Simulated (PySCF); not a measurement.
Dipole moment and polarisability of Si(iPr)H3

Species: Si(iPr)H3, C3H10Si.
Geometry (PBE0-D3(BJ)/def2-SVP, Å), atoms numbered from 1 in this order:
```xyz
14
C3H10Si angstrom
Si     0.177    0.351   -1.635
C      0.174    0.323    0.260
C      0.979   -0.862    0.794
C     -1.249    0.340    0.816
H      0.682    1.256    0.569
H      2.018   -0.855    0.430
H      0.527   -1.821    0.492
H      1.013   -0.853    1.897
H     -1.243    0.369    1.918
H     -1.821    1.213    0.465
H     -1.805   -0.564    0.516
H      1.579    0.378   -2.158
H     -0.549    1.555   -2.152
H     -0.503   -0.873   -2.168
```

Level: wB97X-D/def2-SVPD (PySCF), static field, nuclei fixed, core orbitals frozen in the response. The polarisability tensor in these axes (au):

```
x   65.83 -2.54 -1.57
y   -2.54 62.58 -3.02
z   -1.57 -3.02 72.66
```

Task: What are the eigenvalues, a third of the trace, and Δα (Δα² = ½Σ(αi − αj)² over the three pairs)?

Result: Principal values 60.25, 67.22 and 73.60 au; mean 67.02 au = 9.93 Å³ = 11.05 × 10⁻⁴⁰ C²·m²/J; Δα = 11.57 au (17 % of the mean).

Task: What is the dipole moment, and where does it point?

Result: (0.04, 0.06, 0.84) D, 0.84 D in size, pointing from the negative to the positive side. Measured along this direction, the outermost atoms are H14 at the negative end and H9 and H8 at the positive end.

Task: Find the Langevin capture rate constant for NH4+ (18.034 u) meeting this molecule (74.055 u), k = 2.342 × 10⁻⁹ cm³/s × √(α in Å³ / reduced mass in u).

Result: The reduced mass is 14.50 u, so k = 1.94 × 10⁻⁹ cm³/s. The formula leaves out the permanent dipole, which adds to the capture rate.

Task: Molar refractivity from α?

Result: Lorentz–Lorenz: R = (4π/3)N_A α = 2.5225 cm³/(mol·Å³) × 9.93 Å³ = 25.1 cm³/mol, in the limit of long wavelengths.

Task: What would n − 1 = 2πNα be for an ideal gas of these molecules at 273.15 K and 1 atm, electronic part alone?

Result: N = p/kT = 2.6868 × 10¹⁹ cm⁻³, so n − 1 = 2π × N × 9.93 × 10⁻²⁴ cm³ = 1677 × 10⁻⁶ at long wavelengths, for an ideal gas.

Task: What depolarisation ratio follows for Rayleigh scattering of linearly polarised light, taking the static tensor?

Result: ρ = 3Δα²/(45ᾱ² + 4Δα²) = 401.3/(202131 + 535.1) = 0.00198.

Geometry: PBE0-D3(BJ)/def2-SVP; no solvent, vibrations or thermal averaging.
